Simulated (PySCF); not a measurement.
Species: C7H14Si2.
Atom-mapped SMILES: `[CH2:1]=[CH:2][CH2:3][C:4]1=[CH:5][Si@@H:6]([CH3:7])[SiH2:8][CH2:9]1`

Definitions: NICS(0) = −σiso at the ring centroid; NICS(1) = −σiso and NICS(1)zz = −σzz at ±1 Å along the ring normal z. Level: GIAO PBE0/pcSseg-1 (PySCF, non-relativistic, gas phase) on the GFN2-xTB geometry, one conformer.

Ring bond lengths (Å), with Mayer bond orders in brackets: C4–C5 1.332 (1.89), C5–Si6 1.885 (0.88), Si6–Si8 2.307 (0.93), Si8–C9 1.918 (0.88), C9–C4 1.502 (1.03).

Task: Give the NICS values of each ring in ppm.

Result: 
```csv
ring,type,NICS(0),"NICS(1), two faces","NICS(1)zz, two faces",rms pucker (Å),"centre to ring atoms, mean (Å)"
C4–C5–Si6–Si8–C9,"5-membered ring with 2 Si; formal bonds 1 double, 4 single",-1.9,-3.3 / -2.8,-0.1 / -0.4,0.04,1.50
```

Task: What can be read from them?

Result: 
- C4–C5–Si6–Si8–C9: mean NICS(1)zz -0.2 ppm, near zero. Si6, Si8, C9 have four or more neighbours, and the NICS criterion for π rings isn't applied.

Task: At the first NICS(1) probe listed for ring C4–C5–Si6–Si8–C9, 1 Å off the ring, what do the in-plane components average?

Result: The isotropic value is a third of the trace: (3 × -3.3 − (-0.1))/2 = -4.9 ppm.
